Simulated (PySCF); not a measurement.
Ligands exchanged one at a time, Si Br-NH2. Isolated molecules, 0 K electronic values unless said otherwise. One relaxed conformer stands for each flexible species; it need not be the lowest. Strings in code marks are SMILES.

The dipole moment from two functionals at the same geometries (PBE0-D3(BJ)/def2-TZVP), both in PySCF: PBE-D3(BJ)/def2-TZVP and M06-2X/def2-TZVP. 

| species | PBE-D3(BJ)/def2-TZVP (D) | M06-2X/def2-TZVP (D) |
|---|---|---|
| 0 of 4 Br replaced by NH2 | 0.00 | 0.00 |
| 1 of 4 Br replaced by NH2 | 2.31 | 2.34 |
| 2 of 4 Br replaced by NH2 (`N[Si](N)(Br)Br`) | 2.44 | 2.41 |

Over these rows, drawn at random from the members with no instability flagged (it was tested for open shells, ions and some series alone), PBE minus M06-2X: mean 0.00 D, from -0.03 D to +0.03 D.
